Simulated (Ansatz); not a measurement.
Mulliken charges of C₂H₅BGaN (`N#CC[BH][GaH2]`) from PBE/def2-TZVPP in Ansatz (PBE0-D4/def2-TZVP geometry).

| atom | x (Å) | y (Å) | z (Å) | charge (e) |
| --- | --- | --- | --- | --- |
| N1 | 0.692 | -0.034 | 2.493 | 0.070 |
| C2 | 0.590 | -0.601 | 1.497 | -0.348 |
| C3 | 0.424 | -1.229 | 0.202 | 0.000 |
| B4 | -0.168 | -0.283 | -0.914 | 0.039 |
| Ga5 | -0.665 | 1.707 | -0.557 | 0.020 |
| H6 | -0.220 | -2.113 | 0.293 | 0.119 |
| H7 | 1.388 | -1.622 | -0.150 | 0.119 |
| H8 | -0.307 | -0.809 | -1.984 | 0.048 |
| H9 | -2.110 | 2.121 | -0.098 | -0.033 |
| H10 | 0.376 | 2.863 | -0.783 | -0.033 |

Q: By hand: the dipole of these point charges (1 e Å = 4.8032 D).

A: Σ q r = (0.005, -0.418, -0.442) e Å, of length 0.608 e Å = 2.92 D.

Q: How does the dipole of the full density compare? (Best estimate.)

A: The calculation gave: (-0.043, -0.475, -0.677) e Å, 3.98 D; the point charges give 0.73 times that, at 9° from its direction.

Point charges leave out the atoms' own dipoles, such as those of lone pairs, and Mulliken's split depends on the basis, so the two needn't agree.
